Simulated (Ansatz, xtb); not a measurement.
Molecule: CH3OS (charge 0, doublet). It need not be the lowest isomer of its formula. SMILES: C[S]=O
Structure (B3LYP-D3(BJ)/def2-TZVP (Ansatz, a first-principles code) minimum search):
```xyz
6

C     -1.3941     0.3113     0.0856
S      0.2181    -0.4773    -0.1605
O      1.2502     0.5488     0.2074
H     -1.4940     0.6074     1.1297
H     -2.1650    -0.4153    -0.1755
H     -1.4683     1.1870    -0.5589
```
Charge 0, spin multiplicity 2.

Harmonic wavenumbers from GFN2-xTB (xtb, at its own minimum), cm⁻¹: 101, 322, 686, 840, 901, 1104, 1284, 1429, 1437, 3042, 3045, 3077.

### Question
Give the harmonic wavenumbers at B3LYP-D3(BJ)/def2-TZVP (Ansatz, finite differences of forces, unscaled).

### Answer
146, 338, 664, 887, 947, 1071, 1323, 1445, 1459, 3035, 3127, 3127 cm⁻¹. Zero-point energy 25.1 kcal/mol.

### Question
From these and the geometry, give the ideal-gas thermochemistry at 298.15 K and 1 atm (rigid rotor, harmonic oscillator).

### Answer
Point group Cs, rotational symmetry number 1. Rotational constants 27.45, 8.386, 6.697 GHz. S(trans) 38.35, S(rot) 22.86, S(vib) 4.69, S(elec, spin only) 1.38, S 67.3 cal/(mol K). H(298) - H(0) 3.19 kcal/mol; G - E(el) 8.2 kcal/mol.
